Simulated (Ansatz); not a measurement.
Basis sets compared for Ge₁₈H₂₄, a nanocrystal cut from hexagonal germanium. Total charge 0; singlet. Geometry PBE-D4/def2-SVP. Ansatz on 11 threads of AMD EPYC 7R13 on a shared host and a whole NVIDIA H100 80GB HBM3; times are rough, and most runs start from earlier orbitals.

```xyz
42

Ge   -0.703   -3.599   -3.070
Ge    1.456   -4.088   -2.009
Ge   -1.627   -1.520   -2.166
Ge   -1.918   -1.734    0.258
Ge    2.006   -2.339   -0.387
Ge    0.252   -2.225    1.320
Ge   -2.850    0.332    1.187
Ge   -3.140    0.087    3.606
Ge    0.783   -0.489    2.966
Ge   -0.979   -0.398    4.664
Ge   -0.065    0.322   -2.579
Ge    2.105   -0.168   -1.517
Ge   -0.972    2.417   -1.690
Ge   -1.270    2.147    0.727
Ge    2.663    1.598    0.088
Ge    0.900    1.656    1.789
Ge    0.600    4.244   -2.122
Ge    2.762    3.756   -1.067
H    -1.693   -4.773   -2.813
H    -0.515   -3.468   -4.610
H     1.389   -5.469   -1.294
H     2.569   -4.172   -3.095
H    -3.003   -1.190   -2.826
H    -2.890   -2.919    0.557
H     3.378   -2.629    0.300
H     0.144   -3.605    2.042
H    -4.213    0.644    0.492
H    -4.142   -1.067    3.903
H    -3.736    1.396    4.202
H     2.167   -0.799    3.617
H    -1.056   -1.757    5.419
H    -0.647    0.707    5.710
H     0.163    0.470   -4.117
H     3.198   -0.216   -2.632
H    -2.356    2.705   -2.353
H    -1.822    3.477    1.330
H     4.029    1.268    0.767
H     1.212    2.791    2.815
H     0.792    4.425   -3.656
H     0.028    5.577   -1.555
H     3.880    3.723   -2.150
H     3.119    4.882   -0.053
```

The 6-31G sets use Cartesian d functions. Single mean-field runs in 6-31G, def2-SVP, def2-TZVP are fitted with def2-universal-jkfit.

Binding counts from free atoms (Ge triplet, H doublet) in the same basis, without a counterpoise term.

```
           level  functions  energy (Eh)  HOMO (eV)  LUMO (eV)  binding per atom (eV)  wall time
       HF/STO-3G        348  -36946.5523      -6.40       7.89                   3.82      4.4 s
        HF/6-31G        570  -37364.6922      -8.66       1.37                   1.90      9.5 s
 PBE-D4/def2-SVP        696  -37390.6152      -5.85      -2.09                   2.92        5 s
PBE0-D4/def2-SVP        696  -37391.6295      -6.77      -1.42                   2.92      6.5 s
```

**Question.** Estimate the rows for PBE-D4/def2-TZVP (with forces), PBE0-D4/def2-TZVP.

**Answer.** 
| level | functions | energy (Eh) | HOMO (eV) | LUMO (eV) | binding per atom (eV) | wall time |
| --- | --- | --- | --- | --- | --- | --- |
| PBE-D4/def2-TZVP (with forces) | 1008 | -37395.3310 | -5.88 | -2.20 | 2.92 | 13 s |
| PBE0-D4/def2-TZVP | 1008 | -37396.3278 | -6.76 | -1.51 | 2.92 | 11 s |
